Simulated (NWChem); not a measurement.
# propylene glycol (C$_{3}$H$_{8}$O$_{2}$); SMILES CC(O)CO

```xyz
13

C     -0.6595     1.7382    -0.0198
C      0.0058     0.4294     0.3514
O      1.3664     0.3886    -0.0494
C     -0.6985    -0.7983    -0.2120
O      0.0079    -1.9579     0.1012
H     -0.0923     2.5873     0.3880
H     -0.7147     1.8562    -1.1158
H     -1.6871     1.7885     0.3712
H      0.0370     0.3233     1.4491
H      1.4037     0.6320    -0.9829
H     -1.7167    -0.8835     0.2029
H     -0.8122    -0.6634    -1.3129
H      0.9404    -1.7113     0.0162
```
Atoms are numbered in this order, from 1.

All runs: NWChem. Pople sets run with spherical d functions. The geometry was optimised at PBE0/def2-SVP. No frequency run checked for a minimum. Absolute isotropic GIAO shieldings of the H sites, static isolated molecule, three-fold rotors averaged.

```csv
row,"σ, PBE0/pcSseg-1 (ppm)","σ, B3LYP/6-311G** (ppm)"
H11,27.76,28.21
H9,27.85,28.17
H12,28.31,withheld
H13,29.33,30.09
H6 (rotor mean),30.21,30.73
H10,32.27,33.07
```

### Question
Fit a straight line of the last column on the one before it, predict the withheld value, and compare with the run.

### Answer

1. Means of the 5 shown rows: x = 29.484, y = 30.054. Slope Σ(x − x̄)(y − ȳ)/Σ(x − x̄)² = 15.15/13.95 = 1.085; intercept -1.936.
2. The shown rows scatter about the line by 0.116 (root mean square); the largest residual is +0.20, at H13.
3. At x = 28.31 (H12; inside the shown range) the line gives 28.78.
4. The run gives 28.74, -0.04 from the line, 0.3 times the scatter.
